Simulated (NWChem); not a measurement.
System: AlN$_{2}$H$_{5}$; SMILES [NH2][AlH][NH2]

The following NWChem deck was run.

```
start job
memory heap 200 mb stack 900 mb global 1100 mb
geometry units angstroms noautosym nocenter noautoz
  Al     0.000000     0.000000    -0.490339
  H      0.000000     0.000000    -2.074720
  N     -1.543802    -0.000129     0.386600
  H     -2.447997     0.002874    -0.071181
  H     -1.671203    -0.003611     1.391829
  N      1.543802     0.000129     0.386600
  H      1.671203     0.003611     1.391829
  H      2.447997    -0.002874    -0.071181
end
basis spherical
  * library pcsseg-1
end
dft
  xc pbe0
  iterations 150
end
property
  shielding 5 1 2 3 4 5
end
task dft property
```

All runs use the structure optimised with PBE0/def2-SVP.

GIAO values for the isolated, static molecule; σ is the absolute isotropic shielding, δ = σ(reference) − σ with the isolated reference molecule computed at the same levels (1H: tetramethylsilane, 15N: ammonia).

Atoms are numbered as in the input.

### Question
Give the results of this calculation. (PBE0/pcSseg-1, GIAO.) Quantities: σ Al1 (ppm); δ H2 (ppm); δ N3 (ppm); δ H4 (ppm); δ H5 (ppm).

### Answer
| Item | Result |
|---|---|
| σ Al1 (ppm) | 399.5 |
| δ H2 (ppm) | 4.10 |
| δ N3 (ppm) | 20.5 |
| δ H4 (ppm) | 0.49 |
| δ H5 (ppm) | 0.36 |
